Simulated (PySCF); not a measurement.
## C₆ coefficients of unlike pairs at UHF

Calculated with PySCF 2.14 from the dipole response of each species, C₆(A,B) = (3/π) ∫ α_A(iu) α_B(iu) du, in atomic units, from isotropic polarisabilities. For ions this is the dispersion term alone; charge-induced terms of lower order in 1/R come first.

```tsv
species	configuration	basis	relativity	α (bohr³)	C₆ (like pair)
S-	[Ne] 3s2 3p5 (2P)	aug-cc-pCVTZ-DK with one added diffuse shell each of s, p, d, f type (9s8p6d4f)	spin-free X2C	50.95	493.1
N(2+)	[He] 2s2 2p1 (2P)	x2c-QZVPPall with one added diffuse shell each of s, p, d, f type (8s5p4d3f1g)	spin-free X2C	2.705	3.826
Ar	[Ar] (1S)	aug-cc-pV(T+d)Z with one added diffuse shell each of s, p, d, f type (7s6p5d3f)	none	10.76	62.15
Ca+	[Ar] 4s1 (2S)	aug-cc-pwCVQZ-X2C (11s10p8d6f3g)	spin-free X2C	96.32	763.6
```

Q: Estimate C₆ for Ar with S-.

A: The integral gives 160.2. The combination rule 2 C_A C_B / (C_A α_B/α_A + C_B α_A/α_B) gives 153.8 and the geometric mean 175.1.

No spin-orbit coupling is included.

The other pairs:

| pair | C₆ |
| --- | --- |
| Ca+, N(2+) | 39.54 |
| Ca+, S- | 566.0 |
| N(2+), S- | 39.60 |
| Ar, N(2+) | 15.40 |
| Ca+, Ar | 158.9 |
